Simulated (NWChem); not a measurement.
SrF2; SMILES [F][Sr][F]

```xyz
3

Sr     0.0000     0.0000     0.2901
F      1.9215     0.0000    -0.6125
F     -1.9215     0.0000    -0.6125
```
Atoms are numbered in this order, from 1.

All runs: NWChem. The geometry was optimised at PBE0/def2-SVP. def2 effective core potentials on Sr; no spin-orbit coupling. Ions are spin-unrestricted doublets at the neutral geometry; other ion states weren't tried.

Task: Order these runs by computing time, cheapest first, and give rough ratios: PBE/def2-SVP; PBE/def2-TZVP; PBE/def2-QZVP.

Result: PBE/def2-SVP (1), PBE/def2-TZVP (4), PBE/def2-QZVP (20). Ratios are rough, from one shared machine; the cheapest took about 3 core-seconds (a rough figure). What differs between the cheapest and the dearest: vertical ionisation energy, ΔSCF (eV) 10.18 → 10.43; −ε(HOMO) (eV) 6.30 → 6.62; ΔSCF minus −ε(HOMO) (eV) 3.88 → 3.81.
